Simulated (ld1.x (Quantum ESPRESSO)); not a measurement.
## F (Z = 9): one change to a TM potential, before and after

* Element: fluorine (F)
* Generator: ld1.x (Quantum ESPRESSO) 7.5
* Type: norm-conserving Troullier–Martins (Kleinman–Bylander form)
* Functional: Wu–Cohen
* Relativity: non-relativistic
* Frozen core: [He]
* Valence charge: 7
* Reference configuration: 2s2 2p5
* Partial waves: 2s (bound): rc 0.70 bohr; 2p (bound): rc 1.75 bohr; 3d channel at 0.45 Ry: rc 1.90 bohr
* Local potential: all-electron potential smoothed inside 1.00 bohr (lloc = -1)
* Core correction: Bessel-smoothed model core inside 0.45 bohr

Change: local potential all-electron potential smoothed inside 1.26 bohr (lloc = -1).

Cutoffs: the cutoffs (Ry, on a coarse ladder) from which the occupation-weighted sum of valence levels, in a spherical-Bessel basis at the reference potential, stays within 10 and 1 mRy of its value at 400 Ry; they do not see the model core or the augmentation charge, which bear on the density cutoff. Errors are all-electron minus pseudo energies relative to the spin-unpolarised reference configuration.

Problem. Predict the effect on cutoff, ghosts and configuration errors.

Solution. The potential gets neither clearly harder nor softer (110 Ry and 260 Ry → 110 Ry and 260 Ry); the errors of the 7 common tests hardly move; the range in which the s phases agree narrows (upper end at the end of the scan → 1.8); neither file shows a bound ghost.

| quantity | base | changed |
| --- | --- | --- |
| cutoff, loose | 110 Ry | 110 Ry |
| cutoff, tight | 260 Ry | 260 Ry |
| bound ghosts | none | none |
| error for 2s2 2p4, meV [ΔE 19.39 eV] | +55 | +49 |
| error for 2s2 2p3, meV [ΔE 57.77 eV] | +470 | +437 |
| error for 2s2 2p2, meV [ΔE 118.41 eV] | +1847 | +1749 |
| error for 2s1 2p5, meV [ΔE 38.26 eV] | -142 | -147 |
| error for 2s2 2p4.5, meV [ΔE 7.54 eV] | +8.1 | +6.9 |
| error for 2s1 2p6, meV [ΔE 18.59 eV] | +1.2 | +1.0 |
| error for 2s2 2p1, meV [ΔE 204.20 eV] | +5059 | +4840 |
| s: phases at 2.06 bohr within 0.05 rad from the reference energy up to (Ry; the scan ends near 5) | to the end of the scan | 1.8 |
| p: phases at 2.06 bohr within 0.05 rad from the reference energy up to (Ry; the scan ends near 5) | 1.7 | 1.7 |
| d: phases at 2.06 bohr within 0.05 rad from the reference energy up to (Ry; the scan ends near 5) | to the end of the scan | to the end of the scan |
